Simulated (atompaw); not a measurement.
**Before and after: PAW (atompaw) potential for lanthanum (La)**

* Element: La (Z = 57)
* Generator: atompaw 4.2.0.5
* Type: PAW
* Functional: PBEsol
* Relativity: scalar-relativistic
* Frozen core: [Kr] 4d10
* Valence charge: 11
* Reference configuration: 4f0 5s2 5p6 5d0 6s0 6p0 (charge +3)
* Partial waves: 5s (bound): rc 2.60 bohr; 6s (bound, empty): rc 2.85 bohr; 5p (bound): rc 2.55 bohr; 6p (bound, empty): rc 2.85 bohr; 5d (bound, empty): rc 2.85 bohr; 5d channel at 1.85 Ry: rc 2.85 bohr; 4f (bound, empty): rc 2.00 bohr; 4f channel at -1.55 Ry: rc 2.00 bohr
* Local potential: troulliermartins scheme with l = 4 at 0 Ry, radius 2.00 bohr
* Core correction: smooth core density matched at 1.60 bohr
* Augmentation charge: sinc compensation charge, radius 2.70 bohr; PAW radius 2.85 bohr; waves and projectors: custom polynom vanderbiltortho

All-electron outer shells of the reference configuration (PBEsol, scalar-relativistic, ld1.x):

```
shell  level (eV)  outermost node (bohr)  outermost maximum (bohr)
   4p     -223.10                   0.34                      0.63
   4d     -127.07                   0.32                      0.68
   5s      -61.71                   0.77                      1.41
   5p      -44.76                   0.83                      1.58
   4f      -27.36                      –                      0.75
   5d      -23.31                   0.94                      2.05
   6s      -20.16                   1.80                      3.22
   6p      -15.71                   2.06                      3.74
```

Change: all radii scaled by about 1.19 (s 3.08, p 3.02, d 3.38, f 2.38 bohr); local potential troulliermartins scheme with l = 4 at 0 Ry, radius 2.38 bohr; augmentation sinc compensation charge, radius 3.20 bohr; PAW radius 3.38 bohr; waves and projectors: custom polynom vanderbiltortho; core correction smooth core density matched at 1.90 bohr.

Cutoffs: the cutoffs (Ry, on a coarse ladder) from which the occupation-weighted sum of valence levels, in a spherical-Bessel basis at the reference potential, stays within 10 and 1 mRy of its value at 400 Ry; they do not see the model core or the augmentation charge, which bear on the density cutoff.

Problem. What does the change do?

Solution. The potential gets softer (12 Ry and 21 Ry → 10 Ry and 15 Ry); the bound ghost in s disappears. A larger radius leaves more room for a smooth pseudo-wave, so fewer plane waves are needed.

```tsv
quantity	base	changed
cutoff, loose	12 Ry	10 Ry
cutoff, tight	21 Ry	15 Ry
loose cutoff by channel (10 mRy a level)	s 8 Ry, p 10 Ry	s 6 Ry, p 8 Ry
bound ghosts	s	none
lowest overlap eigenvalue by channel	s 0.65, p 0.79, d 0.86, f 0.97	s 0.53, p 0.67, d 0.73, f 0.99
```

Base: The cutoffs count occupied waves only; the empty 4f level needs 30 Ry at the loose tolerance. Changed file: The cutoffs count occupied waves only; the empty 4f level needs 18 Ry at the loose tolerance. A true bound ghost makes a file unfit for plane-wave use even where its test errors are small: the radial tests pick states by their node count and pass the ghost by. The cutoffs see the waves, projectors and local potential, not the compensation charge or the core.
